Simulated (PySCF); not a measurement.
FMg, doublet, at a GFN2-xTB geometry (such geometries of metal compounds can be far from the true shape) (the spin is typed, not shown lowest). Base run: M062X/6-31G* (PySCF).

PySCF was given this input:
```python
from pyscf import gto, scf, dft

mol = gto.M(
    atom='''
Mg   -0.000000   -0.000000   -0.741648
F     0.000000    0.000000    0.988863
''',
    basis='6-31g*',
    charge=0,
    spin=1,
    verbose=4,
)

mf = dft.UKS(mol)
mf.xc = 'm062x'
mf.kernel()
mf.analyze()
```

The base run was repeated with changes; each row names its change, and settings that it needs were set with it.

```tsv
change	ΔE vs base (µEh)	SCF cycles	<S^2>
base	0.0	10	0.751
level_shift = 0.5 (with mf.max_cycle = 100)	0.0	23	0.751
diis = off; damp = 0.6 (with mf.diis_start_cycle = 200; with mf.max_cycle = 150)	0.0	24	0.751
init_guess = 1e	0.0	17	0.751
conv_tol = 1e-6	0.0	8	0.751
conv_tol = 1e-12	0.0	13	0.751
diis = off; damp = 0.3 (with mf.diis_start_cycle = 200; with mf.max_cycle = 150)	0.0	26	0.751
conv_tol = 1e-11	0.0	12	0.751
init_guess = sap	0.0	11	0.751
damp = 0.5; diis_start_cycle = 5	0.0	11	0.751
init_guess = atom	0.0	11	0.751
conv_tol = 1e-4	2.3	5	0.751
init_guess = huckel	0.0	11	0.751
```

Open shells are given as the SCF converged; they aren't shown to be the lowest states, and a large step between rows can be another state.
